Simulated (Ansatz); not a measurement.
System: ethenyl(trifluoro)silane, C2H3F3Si, charge 0, multiplicity 1. 
Coordinates optimised at B3LYP-D3(BJ)/def2-TZVP (Ansatz, a quantum-chemistry and plane-wave program):
```
C
C 1 1.3320
H 2 1.0838 1 121.92
H 2 1.0842 3 116.21 1 180.00
H 1 1.0864 2 118.88 3 180.00
Si 1 1.8270 5 118.59 2 180.00
F 6 1.5835 1 112.07 5 -59.72
F 6 1.5835 7 106.32 1 -122.76
F 6 1.5836 7 107.69 8 -115.20
```

Basis-set convergence of Hartree-Fock and MP2 correlation energies (hartree) with Ansatz. Valence correlation only, unless marked. No spin-orbit coupling. No relativistic terms.

```json
[
 {"basis": "cc-pV(D+d)Z", "functions": "108", "E(HF)": "-664.93796", "E(corr, MP2)": "-0.91053"},
 {"basis": "cc-pV(T+d)Z", "functions": "231", "E(HF)": "-665.10428", "E(corr, MP2)": "-1.18176"},
 {"basis": "cc-pV(Q+d)Z", "functions": "429", "E(HF)": "-665.14271", "E(corr, MP2)": "-1.28249"}
]
```

Extrapolating the two largest sets (X = 3 and 4) as X^-3: E(corr) = (64·(-1.28249) - 27·(-1.18176))/37 = -1.3560 Eh, an estimate of the basis-set limit. The largest set recovers 94.6 % of it, the smallest 67.1 %.
